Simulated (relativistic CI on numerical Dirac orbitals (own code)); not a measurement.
Radial parameters of Co3+

Calculated at this level of theory: Dirac-Coulomb-Breit CI, orbitals from a KLI potential per configuration, a model potential for QED, valence Slater integrals scaled by 0.85, P86 correlation energy added to each configuration (own radial code, finite nucleus).

Slater integrals F^k, G^k are unscaled and averaged over j, outside the closed core [Ne] 3s2; ζ comes from projecting the Hamiltonian with its Breit term on Σ l·s of the shell.

- 3p⁶3d⁶: F^2(3d,3d) = 101670, F^4(3d,3d) = 63511, ζ(3d) = 574.23 cm⁻¹; <r>(3d) = 0.9308, <r^2>(3d) = 1.085 (bohr units).
- 3p⁶3d⁵4s: F^2(3d,3d) = 107320, F^4(3d,3d) = 67274, ζ(3d) = 634.43, G^2(3d,4s) = 12767 cm⁻¹; <r>(3d) = 0.8895, <r^2>(3d) = 0.9842, <r>(4s) = 2.138, <r^2>(4s) = 5.162 (bohr units).
- 3p⁶3d⁵4p: F^2(3d,3d) = 107820, F^4(3d,3d) = 67617, ζ(3d) = 640.37, F^2(3d,4p) = 24549, G^1(3d,4p) = 9166.4, G^3(3d,4p) = 8268.8, ζ(4p) = 1010.1 cm⁻¹; <r>(3d) = 0.8861, <r^2>(3d) = 0.9751, <r>(4p) = 2.454, <r^2>(4p) = 6.815 (bohr units).

Problem. Give the Racah parameters of the d shell in 3p⁶3d⁶.

Solution. B = F²/49 − 5F⁴/441 = 1355 cm⁻¹ and C = 35F⁴/441 = 5041 cm⁻¹; values fitted to spectra at such low charge are typically 15 to 30 % smaller.

In this model ζ of a weakly bound d, f or g electron outside closed shells comes out too small, for d by up to a factor of two or three and at times with the wrong sign; that of an outer p electron is too small as well.

Correlation outside the listed configurations is missing or only estimated: errors of thousands of cm⁻¹ between configurations and terms are usual at this charge. Rates and lifetimes follow the computed energies and can be off by large factors. The fine structure of a lone outer electron comes out too small, for d and f at times inverted, and misplaced configurations move strength between like terms. 41 of the 41 excited levels that our extract of the measured tables holds in this range could be paired (the sources list more); they are missed by 847 cm⁻¹ on average and 2265 at most, and levels without a partner can miss by more. Some levels of the ground configuration have no partner and can miss by 10 % or more.

Averages of the first 10 configurations, taken without configuration mixing, which lowers the lowest level and can move excited configurations by several eV; other configurations of the list can lie among them:

```csv
Configuration,Parity,States,Average energy above the lowest level (eV)
3p⁶3d⁶,even,210,4.3
3p⁶3d⁵4s,even,504,19.4
3p⁶3d⁵4p,odd,1512,27.3
3p⁶3d⁵4d,even,2520,37.9
3p⁶3d⁵5s,even,504,39.5
3p⁵3d⁷,odd,720,68.5
3p⁶3d⁵5p,odd,1512,42.4
3p⁶3d⁵4f,odd,3528,45.1
3p⁶3d⁵5d,even,2520,46.7
3p⁶3d⁴4s4p,odd,2520,48.1
```
